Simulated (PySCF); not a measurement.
Isomers of C6H9NSi. The calculation used PBE0-D3(BJ)/def2-SVP geometry optimisation, gas phase (PySCF 2.14.0). One conformer each; no zero-point energy, no entropy. No frequencies were run at this level. Point groups hold within 0.08 Å.

Question: Rank from lowest to highest electronic energy at this level (kcal/mol).
A. `[SiH3:1][CH2:2][c:3]1[cH:4][cH:5][n:6][cH:7][cH:8]1` with Si1–C2–C3–C4 87°
B. `[SiH3:1][CH2:2][c:3]1[cH:4][cH:5][cH:6][cH:7][n:8]1` with Si1–C2–C3–C4 89°

Answer: B (0.0), A (1.3).

Neighbours under 2.5 kcal/mol apart ([SiH3]Cc1ccccn1 and [SiH3]Cc1ccncc1) can change places with a better method, another conformer or zero-point energy.

```tsv
SMILES	E (Eh)	E rel (kcal/mol)	dipole (D)	point group	A, B, C (MHz)
[SiH3]Cc1ccccn1	-577.54671	0.0	1.87	C1	4025, 1032, 929.2
[SiH3]Cc1ccncc1	-577.54466	1.3	2.55	near Cs	4090, 997.8, 905.7
```

How do the relative energies change in single points at PBE0/pcSseg-1 (no added dispersion term) on the same geometries?

```json
{"SMILES": "[SiH3]Cc1ccccn1", "PBE0-D3(BJ)/def2-SVP (kcal/mol)": "0.0", "PBE0/pcSseg-1 (kcal/mol)": "0.0", "shift": "0.0"}
{"SMILES": "[SiH3]Cc1ccncc1", "PBE0-D3(BJ)/def2-SVP (kcal/mol)": "1.3", "PBE0/pcSseg-1 (kcal/mol)": "1.3", "shift": "0.0"}
```

Each column counts from its own lowest isomer. The order is unchanged; the largest shift is 0.0 kcal/mol.
